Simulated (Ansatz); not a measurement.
Isolated molecules relaxed with PBE0-D4/def2-TZVP in Ansatz; ΔE leaves out vibrations. CCSD(T)/CBS adds triple-zeta CCSD(T) − MP2 to the extrapolated MP2 energy (def2 sets, frozen cores). This one scheme is used for every species. Functionals use def2-TZVPP. For Br, Ga outer-core shells are correlated without core-valence functions, which leaves a few kJ/mol of doubt a bond. Scalar relativity is left out up to krypton.

`[CH3][Al]([GaH2])[Br]` + `BN` → `B[NH][GaH2]` + `[CH3][AlH][Br]`  (cleavage of the Ga–Al bond)

```tsv
species	PBE energy (Eh)
`[CH3][Al]([GaH2])[Br]`	-4781.75803
`BN`	-81.95148
`B[NH][GaH2]`	-2007.10834
`[CH3][AlH][Br]`	-2856.60030
```

Task: Work out ΔE.

Result: ΔE = (-2007.10834) + (-2856.60030) − (-4781.75803) − (-81.95148) = 0.00087 Eh = +2.3 kJ/mol. CCSD(T)/CBS gives -17.1 kJ/mol.

Largest T1 diagnostic among the species: 0.013.

From PBE to PBE0 (25 % exact exchange), in def2-TZVPP and without D4, ΔE moves by −4.0 kJ/mol. At CCSD(T), def2-SVP lies −8.8 kJ/mol from the extrapolated value and def2-TZVPP −2.1 kJ/mol. Leaving LDA and LC-ωPBE aside and taking each functional with its dispersion term where it has one, the values, not all of them listed here, spread over 23.6 kJ/mol, from B97M-V to PBE-D4. LDA lies −4.8 kJ/mol from PBE without D4.
